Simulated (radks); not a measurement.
Results of a calculation; reference values are marked as such.
Kr30+, configuration [He] 2s2 2p2 (the NIST ground configuration).

Code: a radial shooting solver on a logarithmic mesh with Libxc functionals. Model: Dirac Kohn-Sham, PBE, spin-unpolarised, spherical densities, finite nucleus; open shells fill j = l - 1/2 first; Fermi nuclear charge, rms radius 4.1884 fm.

Energy parts (Ry):
| part | energy |
|---|---|
| total | -3726.05297 |
| kinetic | 3867.45796 |
| electron-nucleus | -7823.95131 |
| Hartree | 307.96415 |
| exchange-correlation | -77.52378 |

Orbitals (lengths in bohr, moments of r in powers of bohr; <r^-3> diverges for s and p1/2; r(90%) holds 90 % of the orbital's charge):
orbital	occ.	eigenvalue (Ry)	<r^-3>	r(90%)
1s1/2	2	-1194.742	-	0.0739
2s1/2	2	-266.7310	-	0.265
2p1/2	2	-258.4921	-	0.237
2p3/2	0	-253.8634	1650	0.241

The highest occupied level is 2p1/2 at -3517.0 eV. The electron density at the nucleus is 4.94e+04 e/bohr^3. The density falls to 0.001 e/bohr^3 at r = 0.58 bohr. For comparison, the ionisation energy in NIST's Atomic Spectra Database is 3584 eV (semi-empirical). In exact Kohn-Sham theory the highest level is minus the ionisation energy, but local and semilocal functionals leave it too shallow, through self-interaction and a potential that decays too fast; potentials with the right tail come closer.

Beside tabulated values, note that spin-unpolarised runs miss the spin-polarisation part of the exchange energy of open shells.
